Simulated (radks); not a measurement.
Values are calculated unless marked as measured or tabulated.
Initial-state core-level shifts of neutral lutetium when its valence configuration changes from [Xe] 4f14 5d1 6s2. Code: a radial shooting solver on a logarithmic mesh with Libxc functionals. Model: Dirac Kohn-Sham, PBE, spin-unpolarised, spherical densities, point nucleus; open shells fill j = l - 1/2 first. Shifts are changes of the shell-averaged eigenvalues in eV (positive: less bound).

[
 {"valence": "4f14 5d1 6s1 6p1", "3s": "-1.234", "4s": "-1.239", "4p": "-1.239", "5p": "-1.244"},
 {"valence": "4f14 5d1 6s1.5 6p0.5", "3s": "-0.628", "4s": "-0.630", "4p": "-0.631", "5p": "-0.634"},
 {"valence": "4f14 5d0.5 6s1.5 6p1", "3s": "-2.031", "4s": "-2.044", "4p": "-2.049", "5p": "-2.026"},
 {"valence": "4f14 5d3", "3s": "+1.563", "4s": "+1.587", "4p": "+1.598", "5p": "+1.579"},
 {"valence": "4f14 5d2 6s1", "3s": "+1.013", "4s": "+1.027", "4p": "+1.033", "5p": "+1.015"},
 {"valence": "4f14 6s2 6p1", "3s": "-2.953", "4s": "-2.975", "4p": "-2.985", "5p": "-2.920"},
 {"valence": "4f13 5d1 6s2 6p1", "3s": "-12.074", "4s": "-11.702", "4p": "-11.527", "5p": "-6.264"},
 {"valence": "4f13 5d2 6s1.5 6p0.5", "3s": "-9.402", "4s": "-9.019", "4p": "-8.838", "5p": "-3.746"},
 {"valence": "4f14 5d1.5 6s1.5", "3s": "+0.575", "4s": "+0.582", "4p": "+0.586", "5p": "+0.574"}
]
